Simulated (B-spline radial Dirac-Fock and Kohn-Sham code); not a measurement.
Model: configuration-average Dirac-Fock orbitals. Program: a radial finite-basis atomic code.

Q: This computed X-ray form factor belongs to an atom or ion in its tabulated ground configuration. Which?

| sin θ/λ (Å⁻¹) | f₀ |
| --- | --- |
| 0.45 | 7.901 |
| 0.5 | 7.878 |
| 1 | 7.529 |
| 1.4 | 7.113 |
| 2 | 6.333 |
| 2.5 | 5.612 |
| 3 | 4.888 |
| 4 | 3.605 |
| 5 | 2.662 |

A: La⁴⁹⁺, with 8 electrons in [He] 2s2 2p4. f₀ tends to the number of electrons as s goes to zero, which the first rows give only roughly, and the rate of fall reflects the nuclear charge, 57.
